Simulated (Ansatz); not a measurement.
CH3BClI, SMILES `CB(Cl)I`. The species carries charge 0 and has multiplicity 1. I: def2 effective core potential. Geometry: relaxed with PBE0-D4/def2-TZVP.

```xyz
7

C     0.307    0.650    0.315
B    -0.185   -0.651   -0.371
Cl    0.832   -1.584   -1.435
I    -2.171   -1.354   -0.018
H     1.330    0.914    0.045
H    -0.357    1.482    0.062
H     0.243    0.542    1.403
```

(1) What is the dipole moment at B3LYP/def2-TZVPP? (Best estimate.)

(2) And with PBE, r2SCAN, ωB97M-V? (Estimate.)

(3) Give the Mulliken charges with B3LYP, ωB97M-V, r2SCAN in def2-TZVPP. (Estimate.)

## Answers

(1) The calculation gave: 1.36 D, with components (0.59, 1.11, 0.52) D in this frame, pointing from negative to positive charge.

(2) The calculation gave: PBE 1.31 D, r2SCAN 1.43 D, ωB97M-V 1.42 D.

(3) Computed: 
```tsv
atom	B3LYP	ωB97M-V	r2SCAN
C1	-0.28	-0.30	-0.22
B2	0.07	-0.01	0.08
Cl3	-0.10	-0.07	-0.10
I4	-0.03	0.00	-0.02
H5	0.11	0.12	0.08
H6	0.12	0.13	0.09
H7	0.12	0.13	0.09
```

B3LYP here is the variant with VWN-RPA as its local correlation; programs differ in this.
